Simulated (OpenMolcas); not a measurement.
# CH6O3Sn: a line through the functionals

The species is CH6O3Sn (11 atoms), meant as a singlet with charge 0. As SMILES, `C[Sn](O)(O)O`. Geometry: relaxed at PBE0-D4/def2-TZVP. This is one conformer, not always the lowest.

The vertical ionisation energy (to the doublet cation) y, in eV, basis def2-SVP with a core potential; a is the functional's share of exact exchange. Programs: OpenMolcas 26.06.

| functional | program | a | y (eV) |
| --- | --- | --- | --- |
| BLYP | OpenMolcas | 0 | 9.28 |
| PBE | OpenMolcas | 0 | 9.45 |
| B3LYP | OpenMolcas | 0.2 | 10.04 |
| PBE0 | OpenMolcas | 0.25 | ? |
| BHLYP | OpenMolcas | 0.5 | 10.69 |

**Question.** Fit y = c + s·a to the known rows and predict PBE0.

**Answer.** 
1. Means of the 4 rows: a = 0.1750, y = 9.865.
2. Σ(Δa)² = 0.1675, Σ(Δa·Δy) = 0.4475, so the slope is 0.4475/0.1675 = 2.6716.
3. Intercept: 9.865 − (2.6716) × 0.1750 = 9.397. The largest residual of the fit is 0.12.
4. PBE0: 9.397 + (2.6716) × 0.25 = 10.06 eV.

The run gave 10.17 eV, so the prediction is off by -0.11 eV, within the scatter of the fit. The rows mix families of semi-local functionals, which the line can't see. Spin-orbit coupling is left out.
